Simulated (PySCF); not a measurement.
**`InChI=1S/C5H7F2N/c1-8(2)5(7)3-4-6/h4H,1-2H3`**

Cartesian coordinates in Å; atom numbers follow the order of the lines, from 1:
```xyz
15

C    -0.451   -1.091   -0.805
N    -0.704    0.224   -0.269
C    -2.065    0.494    0.132
C     0.337    0.836    0.367
F     0.023    2.051    0.877
C     1.549    0.358    0.552
C     2.793    0.004    0.529
F     3.611    0.252   -0.529
H    -0.413   -1.858   -0.021
H     0.502   -1.087   -1.331
H    -1.245   -1.340   -1.507
H    -2.400   -0.196    0.915
H    -2.150    1.513    0.501
H    -2.715    0.382   -0.736
H     3.324   -0.533    1.303
```

Computed with PySCF 2.14.0, TDDFT CAM-B3LYP/def2-SVPD circular dichroism and optical rotation, one conformer, gas phase. Geometry: GFN2-xTB.

States above about 7.7 eV lie in this functional's continuum (it starts at minus the energy of the highest occupied orbital, well below the true ionisation energy for most functionals) and depend on the basis. No stereocentre is labelled: unless the shape is locked (an allene, a helicene, a hindered biaryl), the mirror image is equally populated and a measured rotation or CD is zero.

Q: Give the optical rotatory dispersion at 633, 589.3, 546, 436, 405, 365, 355 nm.

A: [α] in deg dm⁻¹ (g/mL)⁻¹:
```tsv
λ (nm)	origin-invariant length gauge	modified velocity gauge	length gauge (centre of mass)	isotropic polarisability (au)
633	+247.2	+229.5	+244.4	79.5
589.3	+288.4	+267.3	+285.1	80.0
546	+340.2	+314.7	+336.3	80.5
436	+552.0	+504.4	+545.0	83.0
405	+640.1	+580.0	+631.5	84.1
365	+757.6	+669.8	+745.7	86.3
355	+777.8	+679.3	+764.7	87.0
```

Q: And for the mirror image at 589.3 nm?

A: -288.4 deg dm⁻¹ (g/mL)⁻¹ (origin-invariant length gauge): the same size and the opposite sign.

Q: What is the molar rotation [Φ] = [α]·M/100 of the geometry above at 589.3 nm?

A: With M = 119.11 g/mol, +343.5 deg cm² dmol⁻¹ (origin-invariant length gauge).

The first excitation lies at 4.66 eV (266 nm) with R = -14.5 × 10⁻⁴⁰ esu² cm² (velocity form).
